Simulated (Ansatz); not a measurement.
The cluster Ru6⁺, 6 atoms. Hardware: 4 threads of Arm Neoverse V1 on a shared host.

In the def2 sets Ru takes a core potential; there is no spin–orbit coupling. Correlated methods freeze no core orbitals; core or outer-core shells of Ru are correlated, in sets that lack core-valence functions.

(1) How many basis functions does each of these Ansatz runs have, and roughly what does it cost? PBE-D4/def2-SVP, charge 1 doublet, energy, from earlier orbitals; r2SCAN-D4/def2-TZVP, charge 1 doublet, energy, from earlier orbitals; PBE-D4/def2-TZVP, charge 1 doublet, energy and forces, from earlier orbitals; PBE-D4/def2-SVP, charge 1 doublet, relaxation, 17 steps; PBE0-D4/def2-SVP, charge 1 doublet, energy, from earlier orbitals; HSE06-D4/def2-TZVP, charge 1 doublet, energy, from earlier orbitals; RPA@PBE/def2-TZVP, charge 1 doublet, energy, from earlier orbitals; PBE0-D4/def2-TZVP, charge 1 doublet, energy, from earlier orbitals; MP2/def2-TZVP, charge 1 doublet, energy, from earlier orbitals; BLYP-D4/def2-TZVP, charge 1 doublet, energy, from earlier orbitals; PBE-D4/def2-SVP, charge 1 doublet, energy with a search over starts.

## Answers

(1) Other jobs shared the machine, so times can vary by a factor of up to 3. A dash marks memory too small to be measured apart from the calling script's.

```json
{"run": "PBE-D4/def2-SVP, charge 1 doublet, energy, from earlier orbitals", "functions": "186", "fitting or Cholesky vectors": "1794", "wall time": "21 s", "peak host memory (GiB)": "–"}
{"run": "PBE-D4/def2-TZVP, charge 1 doublet, energy and forces, from earlier orbitals", "functions": "240", "fitting or Cholesky vectors": "2124", "wall time": "31 s", "peak host memory (GiB)": "0.6"}
{"run": "BLYP-D4/def2-TZVP, charge 1 doublet, energy, from earlier orbitals", "functions": "240", "fitting or Cholesky vectors": "2124", "wall time": "32 s", "peak host memory (GiB)": "0.61"}
{"run": "PBE0-D4/def2-SVP, charge 1 doublet, energy, from earlier orbitals", "functions": "186", "fitting or Cholesky vectors": "1992", "wall time": "41 s", "peak host memory (GiB)": "1.1"}
{"run": "RPA@PBE/def2-TZVP, charge 1 doublet, energy, from earlier orbitals", "functions": "240", "fitting or Cholesky vectors": "2238", "wall time": "54 s", "peak host memory (GiB)": "1.3"}
{"run": "MP2/def2-TZVP, charge 1 doublet, energy, from earlier orbitals", "functions": "240", "fitting or Cholesky vectors": "2238", "wall time": "78 s", "peak host memory (GiB)": "1.5"}
{"run": "r2SCAN-D4/def2-TZVP, charge 1 doublet, energy, from earlier orbitals", "functions": "240", "fitting or Cholesky vectors": "2124", "wall time": "1.8 min", "peak host memory (GiB)": "1.4"}
{"run": "HSE06-D4/def2-TZVP, charge 1 doublet, energy, from earlier orbitals", "functions": "240", "fitting or Cholesky vectors": "2268", "wall time": "2.4 min", "peak host memory (GiB)": "1.5"}
{"run": "PBE0-D4/def2-TZVP, charge 1 doublet, energy, from earlier orbitals", "functions": "240", "fitting or Cholesky vectors": "2268", "wall time": "2.7 min", "peak host memory (GiB)": "1.4"}
{"run": "PBE-D4/def2-SVP, charge 1 doublet, relaxation, 17 steps", "functions": "186", "fitting or Cholesky vectors": "1794", "wall time": "3.7 min", "peak host memory (GiB)": "0.68"}
{"run": "PBE-D4/def2-SVP, charge 1 doublet, energy with a search over starts", "functions": "186", "fitting or Cholesky vectors": "1794", "wall time": "4.3 min", "peak host memory (GiB)": "0.88"}
```
